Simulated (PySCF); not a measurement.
I$_{2}$, triplet, geometry from GFN2-xTB (a higher spin typed on purpose: for a closed-shell molecule this is an excited state) (all electrons, no relativity); HF/6-311G** in PySCF.

The PySCF input:
```python
from pyscf import gto, scf

mol = gto.Mole()
mol.atom = '''
    I    -0.000000   -0.000000   -1.584197
    I     0.000000    0.000000    1.584197
'''
mol.basis = '6-311g**'
mol.charge = 0
mol.spin = 2
mol.verbose = 4
mol.build()

mf = scf.UHF(mol)
mf.conv_tol = 1e-12
mf.kernel()
mf.analyze()
```

Predict the main parts of the log of this PySCF run.


```
PySCF version 2.14.0

[INPUT] verbose = 4
[INPUT] num. atoms = 2
[INPUT] num. electrons = 106
[INPUT] charge = 0
[INPUT] spin (= nelec alpha-beta = 2S) = 2
[INPUT] symmetry False subgroup None
[INPUT] Mole.unit = angstrom
[INPUT] Symbol           X                Y                Z      unit          X                Y                Z       unit  Magmom
[...]
nuclear repulsion = 469.152127378817
number of shells = 48
number of NR pGTOs = 172
number of NR cGTOs = 124
basis = 6-311g**
ecp = {}

******** <class 'pyscf.scf.uhf.UHF'> ********
method = UHF
initial guess = minao
damping factor = 0
level_shift factor = 0
DIIS = <class 'pyscf.scf.diis.CDIIS'>
diis_start_cycle = 1
diis_space = 8
diis_damp = 0
SCF conv_tol = 1e-12
SCF conv_tol_grad = None
SCF max_cycles = 50
direct_scf = True
direct_scf_tol = 1e-13
number electrons alpha = 54  beta = 52
Set gradient conv threshold to 1e-06
init E= -13758.4628700106

cycle= 1 E= -13833.3360859244  delta_E= -74.9  |g|=    4  |ddm|= 2.64
cycle= 2 E= -13833.5382967922  delta_E= -0.202  |g|= 1.24  |ddm|= 0.582
cycle= 3 E= -13833.591440528  delta_E= -0.0531  |g|= 0.168  |ddm|= 0.382
cycle= 4 E= -13833.5937539328  delta_E= -0.00231  |g|= 0.0186  |ddm|= 0.0754
cycle= 5 E= -13833.5938926628  delta_E= -0.000139  |g|= 0.00423  |ddm|= 0.0282
cycle= 6 E= -13833.593923035  delta_E= -3.04e-05  |g|= 0.000756  |ddm|= 0.0195
cycle= 7 E= -13833.5939239872  delta_E= -9.52e-07  |g|= 0.000209  |ddm|= 0.00383
cycle= 8 E= -13833.5939240569  delta_E= -6.97e-08  |g|= 6.32e-05  |ddm|= 0.000901
cycle= 9 E= -13833.5939240634  delta_E= -6.53e-09  |g|= 1.76e-05  |ddm|= 0.000237
cycle= 10 E= -13833.5939240639  delta_E= -4.98e-10  |g|= 4.07e-06  |ddm|= 6.44e-05
cycle= 11 E= -13833.5939240639  delta_E= -3.64e-12  |g|= 9.66e-07  |ddm|= 1.55e-05
cycle= 12 E= -13833.593924064  delta_E= -3.64e-11  |g|= 2.07e-07  |ddm|= 4.14e-06
cycle= 13 E= -13833.593924064  delta_E= 1.82e-12  |g|= 3.76e-08  |ddm|= 9.82e-07
cycle= 14 E= -13833.5939240639  delta_E= 2.91e-11  |g|= 2.64e-08  |ddm|= 7.1e-08
cycle= 15 E= -13833.5939240639  delta_E= -1.64e-11  |g|= 8.86e-09  |ddm|= 8.12e-08
cycle= 16 E= -13833.5939240639  delta_E= 3.64e-12  |g|= 6.05e-09  |ddm|= 9.24e-09
cycle= 17 E= -13833.5939240639  delta_E= -1.82e-12  |g|= 4.42e-09  |ddm|= 5.38e-09
cycle= 18 E= -13833.5939240639  delta_E= 7.28e-12  |g|= 3.64e-09  |ddm|= 3.75e-09
cycle= 19 E= -13833.593924064  delta_E= -3.46e-11  |g|= 3.54e-09  |ddm|= 6.62e-09
cycle= 20 E= -13833.5939240639  delta_E= 3.27e-11  |g|= 3.74e-09  |ddm|= 8.15e-09
cycle= 21 E= -13833.5939240639  delta_E= 1.46e-11  |g|= 4.66e-09  |ddm|= 1.27e-08
cycle= 22 E= -13833.5939240639  delta_E= -2.55e-11  |g|= 3.02e-09  |ddm|= 7.63e-09
cycle= 23 E= -13833.593924064  delta_E= -3.82e-11  |g|= 2.14e-09  |ddm|= 4.56e-09
cycle= 24 E= -13833.5939240639  delta_E= 3.46e-11  |g|= 1.71e-09  |ddm|= 1.26e-09
cycle= 25 E= -13833.593924064  delta_E= -7.28e-12  |g|= 1.48e-09  |ddm|= 8.09e-10
cycle= 26 E= -13833.593924064  delta_E= -7.28e-12  |g|= 1.33e-09  |ddm|= 5.83e-10
cycle= 27 E= -13833.5939240639  delta_E= 1.09e-11  |g|= 1.24e-09  |ddm|= 5.07e-10
cycle= 28 E= -13833.593924064  delta_E= -2.18e-11  |g|= 1.12e-09  |ddm|= 7.22e-10
cycle= 29 E= -13833.593924064  delta_E= 7.28e-12  |g|= 1e-09  |ddm|= 7.43e-10
cycle= 30 E= -13833.5939240639  delta_E= 2.91e-11  |g|= 8.07e-10  |ddm|= 8.35e-10
cycle= 31 E= -13833.593924064  delta_E= -1.82e-11  |g|= 6.88e-10  |ddm|= 5.25e-10
cycle= 32 E= -13833.593924064  delta_E= -5.46e-12  |g|= 6.19e-10  |ddm|= 3.65e-10
cycle= 33 E= -13833.593924064  delta_E= 1.82e-12  |g|= 5.71e-10  |ddm|= 3.29e-10
cycle= 34 E= -13833.593924064  delta_E= -1.46e-11  |g|= 5.33e-10  |ddm|= 3.16e-10
cycle= 35 E= -13833.593924064  delta_E= 1.82e-11  |g|= 5.03e-10  |ddm|= 3.16e-10
cycle= 36 E= -13833.593924064  delta_E= -1.82e-11  |g|= 4.79e-10  |ddm|= 3.21e-10
cycle= 37 E= -13833.593924064  delta_E= 1.09e-11  |g|= 4.66e-10  |ddm|= 3.2e-10
cycle= 38 E= -13833.5939240639  delta_E= 2.36e-11  |g|= 4.6e-10  |ddm|= 3.25e-10
[...]
converged SCF energy = -13833.5939240639  <S^2> = 2.0294999  2S+1 = 3.0196025
Total Energy =                      -13833.593924063938175
[...]
spin_pop of  0 I 7px       0.00011
spin_pop of  0 I 7py       0.00024
spin_pop of  0 I 7pz      -0.00006
spin_pop of  0 I 8px       0.00004
spin_pop of  0 I 8py       0.00006
spin_pop of  0 I 8pz       0.00006
spin_pop of  0 I 9px      -0.00001
spin_pop of  0 I 9py      -0.00008
spin_pop of  0 I 9pz       0.00002
spin_pop of  0 I 10px       0.00001
spin_pop of  0 I 10py       0.00003
spin_pop of  0 I 10pz       0.00001
spin_pop of  0 I 3dxy     -0.00000
spin_pop of  0 I 3dyz     -0.00000
spin_pop of  0 I 3dz^2     0.00000
spin_pop of  0 I 3dxz     -0.00000
spin_pop of  0 I 3dx2-y2   -0.00000
spin_pop of  0 I 4dxy      0.00006
spin_pop of  0 I 4dyz      0.00009
spin_pop of  0 I 4dz^2     0.00008
spin_pop of  0 I 4dxz      0.00006
spin_pop of  0 I 4dx2-y2    0.00006
spin_pop of  0 I 5dxy     -0.00014
spin_pop of  0 I 5dyz     -0.00100
spin_pop of  0 I 5dz^2    -0.00253
spin_pop of  0 I 5dxz     -0.00022
spin_pop of  0 I 5dx2-y2   -0.00015
spin_pop of  0 I 6dxy     -0.00000
spin_pop of  0 I 6dyz     -0.00003
spin_pop of  0 I 6dz^2    -0.00007
spin_pop of  0 I 6dxz     -0.00001
spin_pop of  0 I 6dx2-y2   -0.00000
spin_pop of  0 I 7dxy     -0.00000
spin_pop of  0 I 7dyz     -0.00003
spin_pop of  0 I 7dz^2    -0.00008
spin_pop of  0 I 7dxz     -0.00001
spin_pop of  0 I 7dx2-y2   -0.00000
spin_pop of  1 I 1s       -0.00000
spin_pop of  1 I 2s        0.00000
spin_pop of  1 I 3s        0.00001
spin_pop of  1 I 4s        0.00010
spin_pop of  1 I 5s        0.01456
spin_pop of  1 I 6s       -0.00053
spin_pop of  1 I 7s        0.00022
spin_pop of  1 I 8s        0.00005
spin_pop of  1 I 9s        0.00000
spin_pop of  1 I 10s        0.00001
spin_pop of  1 I 2px       0.00000
spin_pop of  1 I 2py       0.00000
spin_pop of  1 I 2pz       0.00000
spin_pop of  1 I 3px       0.00000
spin_pop of  1 I 3py       0.00002
spin_pop of  1 I 3pz       0.00002
spin_pop of  1 I 4px       0.00002
spin_pop of  1 I 4py       0.00011
spin_pop of  1 I 4pz       0.00013
spin_pop of  1 I 5px       0.06934
spin_pop of  1 I 5py       0.43514
spin_pop of  1 I 5pz       0.48709
spin_pop of  1 I 6px      -0.00082
spin_pop of  1 I 6py      -0.00309
spin_pop of  1 I 6pz       0.00110
spin_pop of  1 I 7px       0.00011
spin_pop of  1 I 7py       0.00024
spin_pop of  1 I 7pz      -0.00006
spin_pop of  1 I 8px       0.00004
spin_pop of  1 I 8py       0.00006
spin_pop of  1 I 8pz       0.00006
spin_pop of  1 I 9px      -0.00001
spin_pop of  1 I 9py      -0.00008
spin_pop of  1 I 9pz       0.00002
spin_pop of  1 I 10px       0.00001
spin_pop of  1 I 10py       0.00003
spin_pop of  1 I 10pz       0.00001
spin_pop of  1 I 3dxy     -0.00000
spin_pop of  1 I 3dyz     -0.00000
spin_pop of  1 I 3dz^2     0.00000
spin_pop of  1 I 3dxz     -0.00000
spin_pop of  1 I 3dx2-y2   -0.00000
spin_pop of  1 I 4dxy      0.00006
spin_pop of  1 I 4dyz      0.00009
spin_pop of  1 I 4dz^2     0.00008
spin_pop of  1 I 4dxz      0.00006
spin_pop of  1 I 4dx2-y2    0.00006
spin_pop of  1 I 5dxy     -0.00014
spin_pop of  1 I 5dyz     -0.00100
spin_pop of  1 I 5dz^2    -0.00253
spin_pop of  1 I 5dxz     -0.00022
spin_pop of  1 I 5dx2-y2   -0.00015
spin_pop of  1 I 6dxy     -0.00000
spin_pop of  1 I 6dyz     -0.00003
spin_pop of  1 I 6dz^2    -0.00007
spin_pop of  1 I 6dxz     -0.00001
spin_pop of  1 I 6dx2-y2   -0.00000
spin_pop of  1 I 7dxy     -0.00000
spin_pop of  1 I 7dyz     -0.00003
spin_pop of  1 I 7dz^2    -0.00008
spin_pop of  1 I 7dxz     -0.00001
spin_pop of  1 I 7dx2-y2   -0.00000
 ** Mulliken Spin Density (per atom)  **
spin density of  0 I =      1.00000
spin density of  1 I =      1.00000
 ** Mulliken pop alpha/beta on meta-lowdin orthogonal AOs **
 ** Mulliken pop       alpha | beta **
In total            54.00000 | 52.00000
 ** Mulliken atomic charges   ( Nelec_alpha | Nelec_beta ) **
charge of  0I =     -0.00000  (    27.00000     26.00000 )
charge of  1I =      0.00000  (    27.00000     26.00000 )
Dipole moment(X, Y, Z, Debye):  0.00000,  0.00000,  0.00000
```
